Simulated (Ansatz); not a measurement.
The cluster Sn₉O, relaxed as a singlet with RKS PBE-D4/def2-SVP in Ansatz, starting from the GFN2-xTB geometry. Force threshold 0.03 eV/Å.

In the def2 sets Sn takes a core potential; there is no spin–orbit coupling. The structure comes from a short search, and lower isomers may exist.

Start:

Cartesian coordinates in Å:
```
O 1.851 -1.563 -1.662
Sn 2.739 -2.106 0.031
Sn -0.119 0.043 -0.536
Sn -3.004 0.573 -0.321
Sn 1.090 -0.695 1.933
Sn -1.436 1.271 1.940
Sn 0.721 -0.815 -3.050
Sn -1.699 -1.577 1.240
Sn 1.192 2.142 0.922
Sn -1.334 2.726 -0.497
```

Task: Estimate the energy that the relaxation releases and the steps that it takes.

Result: 197.0 kJ/mol, in 17 steps; 48 s on 4 threads of AMD EPYC 9R45 on a shared host. No frequencies were taken in this run, so the end may be a saddle point.

Task: Does the start keep its bonding?

Result: Bonds lost: Sn3–Sn6 (atoms count from 1). Bonds formed: Sn2–Sn9 (atoms count from 1). Metal–metal contacts that move far: Sn6–Sn10 2.84 to 3.35 Å.

Task: Predict the relaxed structure.

Result: 
```xyz
10

O     2.5492   -1.3911   -1.6892
Sn    3.2108   -0.9080    0.2128
Sn   -0.7538   -0.1095   -1.0374
Sn   -3.3185    1.0729    0.1249
Sn    0.4976   -1.2746    1.5295
Sn   -1.1828    1.2313    2.4956
Sn    1.0368   -1.4088   -2.9932
Sn   -2.3848   -1.5929    1.1586
Sn    1.3422    1.4615    0.5897
Sn   -0.9967    2.9192   -0.3912
```
Bond lengths (bridged metal pairs left out): 16 × Sn–Sn 2.92 to 3.19 Å; 2 × O–Sn 2.00 to 2.07 Å.
